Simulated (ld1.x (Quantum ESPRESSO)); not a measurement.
# Bi: one change to an RRKJ potential, before and after

- Element: Bi
- Generator: ld1.x (Quantum ESPRESSO) 7.5
- Type: norm-conserving RRKJ (Kleinman–Bylander form)
- Functional: LDA (PZ)
- Relativity: scalar-relativistic
- Frozen core: [Xe] 4f14 5d10
- Valence charge: 5
- Reference configuration: 6s2 6p3
- Partial waves: 6s (bound): rc 1.95 bohr; 6p (bound): rc 1.90 bohr
- Local potential: all-electron potential smoothed inside 1.70 bohr (lloc = -2)
- Core correction: none
- rho0: 0.001

All-electron outer shells of the reference configuration (LDA (PZ), scalar-relativistic, ld1.x):

```tsv
shell	level (eV)	outermost node (bohr)	outermost maximum (bohr)
5p	-95.96	0.48	0.86
5d	-27.18	0.51	1.03
6s	-14.76	0.98	1.86
6p	-4.77	1.14	2.44
```

Change: functional PBE.

Cutoffs: the cutoffs (Ry, on a coarse ladder) from which the occupation-weighted sum of valence levels, in a spherical-Bessel basis at the reference potential, stays within 10 and 1 mRy of its value at 400 Ry; they do not see the model core or the augmentation charge, which bear on the density cutoff. Errors are all-electron minus pseudo energies relative to the spin-unpolarised reference configuration.

Task: What does the change do?

Result: The potential gets neither clearly harder nor softer (35 Ry and 45 Ry → 35 Ry and 45 Ry); both files keep a bound ghost (d); the number of tests with a reliable result goes from 9 to 7; of the 7 tests that both files solve, the error grows in 2 and shrinks in 4 by more than 15 % and 0.3 meV (median size 42.0 → 58.5 meV).

```csv
quantity,base,changed
"cutoff, loose",35 Ry,35 Ry
"cutoff, tight",45 Ry,45 Ry
loose cutoff by channel (10 mRy a level),"s 30 Ry, p 25 Ry","s 25 Ry, p 25 Ry"
bound ghosts,d,d
"error for 6s2 6p2, meV [ΔE 8.15 → 7.91 eV]",+6.2,+1.2
"error for 6s2 6p1, meV [ΔE 23.72 → 23.16 eV]",+42,+14
"error for 6s2 6p0, meV [ΔE 47.43 → 46.50 eV]",+135,+73
"error for 6s1 6p4, meV [ΔE 10.18 → 10.08 eV]",+35,+59
"error for 6s1 6p0, meV [ΔE 93.35 → 91.91 eV]",+455,+203
"error for 6s2 6p3.3, meV [ΔE -1.15 → -1.09 eV]",+1.0,+0.9
"error for 6s0 6p5, meV [ΔE 20.72 → 20.50 eV]",+172,+283
s: phases at 2.14 bohr within 0.05 rad from the reference energy up to (Ry; the scan ends near 5),0.3,0.3
p: phases at 2.14 bohr within 0.05 rad from the reference energy up to (Ry; the scan ends near 5),0.3,0.3
```

 A true bound ghost makes a file unfit for plane-wave use even where its test errors are small: the radial tests pick states by their node count and pass the ghost by.
